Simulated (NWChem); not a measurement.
**Excited singlets of H₂BrGa by symmetry**

SMILES: [GaH2][Br]
```xyz
4

Ga     0.0000     0.0000    -1.1721
H     -1.4096     0.0000    -1.8448
H      1.4096     0.0000    -1.8448
Br     0.0000     0.0000     1.1436
```
Charge 0, spin multiplicity 1.

The numbers come from NWChem runs, not from measurements. The geometry was optimised at B3LYP/def2-SVP, a minimum by its harmonic frequencies.

Basis set: def2-SVPD. Symmetry labels belong to the abelian group C2v used in the runs, with the axes of the coordinates shown. Entries are the lowest vertical excitation energy of each symmetry in eV (for CIS and TDDFT among the lowest few roots); a state of one symmetry need not have the same character in every method. Symmetries that some method's roots don't reach, or where a double excitation leads the EOM-CCSD root, are left out.

The Hamiltonian is non-relativistic. The correlated methods keep 18 core orbitals frozen. B3LYP has NWChem's definition, with VWN1-RPA local correlation. The structure started from a generated list of species. Coupled-cluster values serve here as a point of comparison, not as the truth.

```
method           a2    a1    b2
-------------  ----  ----  ----
CIS            6.11  7.23  7.27
TD-PBE         4.14  5.05  5.67
TD-B3LYP       4.51  5.39  5.91
TDA-CAM-B3LYP  4.88  5.89  6.19
EOM-CCSD       5.18  6.15  6.46
```
